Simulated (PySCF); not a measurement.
**Trend along the fifth-period p block: MH molecules**

PBE0 with triple-zeta basis sets in PySCF, for the lowest determinant that a PBE0 search found; no spin–orbit coupling. De refers to high-spin ground-configuration atoms. A positive dipole means M(−)H(+).

```
 M         basis  state (unpaired electrons)  Re (Å)  ωe (cm⁻¹)  De (eV)  μ (D)
In  x2c-TZVPPall      singlet (closed shell)   1.851       1460     2.63  -0.81
Sn  x2c-TZVPPall               doublet (π ↑)   1.779       1715     2.62  -0.53
Sb  x2c-TZVPPall              triplet (π ↑↑)   1.716       1939     2.60  -0.20
Te  x2c-TZVPPall               doublet (π ↑)   1.660       2154     2.92   0.17
 I  x2c-TZVPPall      singlet (closed shell)   1.610       2346     3.38   0.51
```

The shortest bond is that of HI (1.610 Å), the longest that of InH (1.851 Å).

The state changes along the series, so neighbouring rows are not always alike in their bonding.

These are scalar-relativistic numbers at best; spin–orbit coupling would shift them, the dissociation energy most. States were picked by a PBE0 search and need not be the measured ground states.
